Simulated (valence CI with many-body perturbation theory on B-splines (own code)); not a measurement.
**Hf LVIII: electric-dipole lines**

Level of theory: configuration interaction combined with many-body perturbation theory (CI+MBPT): five valence electrons over a frozen Dirac-Fock core [Ne], radial functions for each j: 11 s, 11 p, 10 d, 8 f, 5 g, 2 h, with the one-electron correlation potential Σ1 (screened to all orders), the two-electron term Σ2, the three-electron term Σ3, Breit, model QED; selected single and double excitations, second order for the rest, scaled by the run's own slope (own B-spline code, finite nucleus).

The last digits are not significant, and no measured levels were compared; by estimate large intervals hold to a few tenths of a per cent, small ones and those within an open d or f shell to about a per cent. Among the levels kept, up to 3100 cm⁻¹ of a level comes from second order outside the variational space, and about a tenth of that is noise between levels of different J, which matters for small intervals.

Lines 1 to 50 of 550 in falling wavelength, among levels below 1237.5 eV, chosen from the strongest by gf and those to the six lowest levels. Wavelengths and rates use the calculated energies. Electric multipoles are in the length gauge, E1 and E2 with the static RPA response of the core. Weak lines are less certain than strong ones. Lines between different terms over intervals too small for the method are left out, as are lines whose strength nearly cancels. The highest levels of a list are the least certain.

Levels are named by their leading jj configuration (3d3/2^4 stands for four electrons in 3d with j = 3/2), which in mixed levels can hold well under half, so a name can repeat and another be missing. Letters in brackets count levels of one name in rising energy.

```csv
λ vac (nm),Upper,Lower,A (s⁻¹),S (a.u.) with core polarisation,S without
14.10,(3s^2 3p1/2 3p3/2^2) J=5/2,(3s^2 3p1/2^2 3d3/2) J=3/2,2.36e+07,1.96e-04,1.99e-04
10.34,(3s 3p1/2 3p3/2 3d3/2^2) J=9/2,(3s^2 3p3/2 3d3/2^2) J=7/2,4.95e+09,2.70e-02,2.74e-02
9.954,(3s 3p1/2^2 3d3/2^2) J=5/2,(3s^2 3p1/2 3d3/2^2) J=3/2,6.06e+09,1.77e-02,1.80e-02
9.216,(3s 3p1/2^2 3p3/2 3d3/2) J=7/2,(3s^2 3p1/2 3p3/2 3d3/2) J=5/2 [b],7.06e+09,2.18e-02,2.22e-02
8.939,(3s 3p1/2^2 3d3/2 3d5/2) J=9/2,(3s^2 3p1/2 3d3/2 3d5/2) J=7/2 [b],1.28e+10,4.52e-02,4.59e-02
8.635,(3s 3p1/2 3p3/2^2 3d3/2) J=9/2,(3s^2 3p3/2^2 3d3/2) J=7/2,1.04e+10,3.30e-02,3.35e-02
8.473,(3p1/2^2 3p3/2^2 3d3/2) J=7/2,(3s 3p1/2 3p3/2^2 3d3/2) J=5/2 [e],5.48e+09,1.32e-02,1.34e-02
8.380,(3s 3p1/2^2 3d3/2^2) J=1/2,(3s^2 3p1/2 3d3/2^2) J=1/2,2.24e+10,1.30e-02,1.32e-02
8.111,(3s 3p1/2^2 3p3/2 3d5/2) J=7/2 [a],(3s^2 3p1/2 3p3/2 3d5/2) J=7/2 [b],6.36e+09,1.34e-02,1.36e-02
8.106,(3s 3p1/2^2 3p3/2 3d5/2) J=9/2,(3s^2 3p1/2 3p3/2 3d5/2) J=9/2,9.95e+09,2.61e-02,2.66e-02
8.065,(3s 3p1/2^2 3p3/2 3d5/2) J=7/2 [a],(3s^2 3p1/2 3p3/2 3d5/2) J=5/2 [b],9.38e+09,1.94e-02,1.97e-02
7.973,(3s 3p1/2^2 3p3/2^2) J=5/2,(3s^2 3p1/2 3p3/2^2) J=5/2,9.03e+09,1.36e-02,1.38e-02
7.785,(3s 3p1/2^2 3d3/2^2) J=3/2,(3s^2 3p1/2 3d3/2^2) J=5/2,1.58e+10,1.48e-02,1.50e-02
7.766,(3s 3p1/2 3p3/2^2 3d5/2) J=11/2,(3s^2 3p3/2^2 3d5/2) J=9/2,1.92e+10,5.31e-02,5.40e-02
7.630,(3s 3p1/2^2 3d5/2^2) J=9/2,(3s^2 3p1/2 3d5/2^2) J=9/2,1.63e+10,3.57e-02,3.62e-02
7.616,(3s 3p1/2^2 3d3/2 3d5/2) J=7/2 [a],(3s^2 3p1/2 3d3/2 3d5/2) J=5/2 [a],1.10e+10,1.93e-02,1.96e-02
7.612,(3s 3p1/2 3p3/2^2 3d5/2) J=7/2 [e],(3s^2 3p3/2^2 3d5/2) J=5/2 [b],1.71e+10,2.99e-02,3.03e-02
7.601,(3s 3p1/2^2 3p3/2 3d3/2) J=7/2,(3s^2 3p1/2 3p3/2 3d3/2) J=7/2,1.32e+10,2.29e-02,2.33e-02
7.577,(3s 3p1/2 3p3/2^2 3d5/2) J=9/2 [b],(3s^2 3p3/2^2 3d5/2) J=7/2,1.89e+10,4.05e-02,4.12e-02
7.570,(3s 3p1/2^2 3d5/2^2) J=9/2,(3s^2 3p1/2 3d5/2^2) J=7/2,3.23e+10,6.91e-02,7.02e-02
7.517,(3s 3p1/2^2 3p3/2 3d3/2) J=5/2 [a],(3s^2 3p1/2 3p3/2 3d3/2) J=5/2 [a],1.33e+10,1.68e-02,1.70e-02
7.492,(3s 3p1/2^2 3p3/2 3d5/2) J=9/2,(3s^2 3p1/2 3p3/2 3d5/2) J=7/2 [a],2.43e+10,5.04e-02,5.12e-02
7.490,(3s 3p1/2^2 3d3/2 3d5/2) J=3/2 [a],(3s^2 3p1/2 3d3/2 3d5/2) J=1/2,1.51e+10,1.25e-02,1.27e-02
7.470,(3s 3p1/2^2 3d5/2^2) J=5/2,(3s^2 3p1/2 3d5/2^2) J=5/2,2.17e+10,2.68e-02,2.72e-02
7.453,(3s 3p1/2^2 3p3/2 3d5/2) J=5/2 [a],(3s^2 3p1/2 3p3/2 3d5/2) J=5/2 [a],1.51e+10,1.85e-02,1.88e-02
7.446,(3s 3p1/2^2 3d5/2^2) J=5/2,(3s^2 3p1/2 3d5/2^2) J=3/2,2.69e+10,3.28e-02,3.33e-02
7.437,(3s 3p1/2^2 3d3/2 3d5/2) J=7/2 [a],(3s^2 3p1/2 3d3/2 3d5/2) J=7/2 [a],1.93e+10,3.13e-02,3.18e-02
7.426,(3s 3p1/2^2 3p3/2^2) J=5/2,(3s^2 3p1/2 3p3/2^2) J=3/2,1.43e+10,1.74e-02,1.76e-02
7.409,(3s 3p1/2 3p3/2^3) J=5/2,(3s^2 3p3/2^3) J=3/2,1.52e+10,1.83e-02,1.86e-02
7.400,(3s 3p1/2^2 3d3/2 3d5/2) J=3/2 [a],(3s^2 3p1/2 3d3/2 3d5/2) J=3/2 [a],1.50e+10,1.20e-02,1.22e-02
7.396,(3s 3p1/2^2 3d3/2 3d5/2) J=5/2 [a],(3s^2 3p1/2 3d3/2 3d5/2) J=5/2 [a],1.42e+10,1.70e-02,1.73e-02
7.388,(3p1/2^2 3p3/2^2 3d3/2) J=7/2,(3s 3p1/2 3p3/2^2 3d3/2) J=7/2 [c],1.95e+10,3.10e-02,3.15e-02
7.329,(3s 3p1/2^2 3d3/2^2) J=5/2,(3s^2 3p1/2 3d3/2^2) J=5/2,2.00e+10,2.33e-02,2.36e-02
7.299,(3s 3p1/2^2 3p3/2 3d5/2) J=5/2 [a],(3s^2 3p1/2 3p3/2 3d5/2) J=3/2 [a],2.15e+10,2.47e-02,2.51e-02
7.279,(3s 3p1/2^2 3p3/2 3d5/2) J=7/2 [b],(3s^2 3p1/2 3p3/2 3d5/2) J=5/2 [b],9.09e+09,1.38e-02,1.41e-02
7.249,(3s 3p1/2^2 3d5/2^2) J=1/2,(3s^2 3p1/2 3d5/2^2) J=1/2,5.04e+10,1.89e-02,1.92e-02
7.241,(3s 3p1/2^2 3p3/2^2) J=1/2,(3s^2 3p1/2 3p3/2^2) J=1/2,3.13e+10,1.17e-02,1.19e-02
7.229,(3s 3p1/2^2 3d3/2 3d5/2) J=9/2,(3s^2 3p1/2 3d3/2 3d5/2) J=9/2,1.97e+10,3.67e-02,3.73e-02
7.227,(3s 3p1/2^2 3d3/2 3d5/2) J=5/2 [a],(3s^2 3p1/2 3d3/2 3d5/2) J=7/2 [a],1.47e+10,1.64e-02,1.66e-02
7.206,(3s 3p1/2 3p3/2^2 3d3/2) J=5/2 [c],(3s^2 3p3/2^2 3d3/2) J=5/2,1.05e+10,1.16e-02,1.18e-02
7.172,(3s 3p1/2^2 3p3/2 3d5/2) J=3/2 [b],(3s^2 3p1/2 3p3/2 3d5/2) J=1/2,1.98e+10,1.44e-02,1.46e-02
7.112,(3s 3p1/2 3p3/2^2 3d3/2) J=7/2 [c],(3s^2 3p3/2^2 3d3/2) J=7/2,1.97e+10,2.79e-02,2.84e-02
7.059,(3s 3p1/2^2 3p3/2 3d5/2) J=3/2 [a],(3s^2 3p1/2 3p3/2 3d5/2) J=5/2 [a],2.39e+10,1.66e-02,1.68e-02
7.052,(3s 3p1/2 3p3/2^2 3d5/2) J=7/2 [d],(3s^2 3p3/2^2 3d5/2) J=5/2 [a],1.97e+10,2.73e-02,2.78e-02
7.020,(3s 3p1/2^2 3p3/2 3d5/2) J=3/2 [b],(3s^2 3p1/2 3p3/2 3d5/2) J=3/2 [b],2.49e+10,1.70e-02,1.72e-02
7.020,(3s 3p1/2^2 3d3/2 3d5/2) J=5/2 [b],(3s^2 3p1/2 3d3/2 3d5/2) J=3/2 [a],1.14e+10,1.16e-02,1.18e-02
6.984,(3s 3p1/2^2 3d5/2^2) J=3/2,(3s^2 3p1/2 3d5/2^2) J=5/2,3.99e+10,2.68e-02,2.72e-02
6.901,(3s 3p1/2^2 3d3/2 3d5/2) J=7/2 [b],(3s^2 3p1/2 3d3/2 3d5/2) J=9/2,3.58e+10,4.64e-02,4.71e-02
6.891,(3s 3p1/2 3p3/2^2 3d5/2) J=3/2 [c],(3s^2 3p3/2^2 3d5/2) J=5/2 [a],1.84e+10,1.19e-02,1.21e-02
6.876,(3s 3p1/2^2 3d5/2^2) J=7/2,(3s^2 3p1/2 3d5/2^2) J=9/2,3.79e+10,4.86e-02,4.94e-02
```
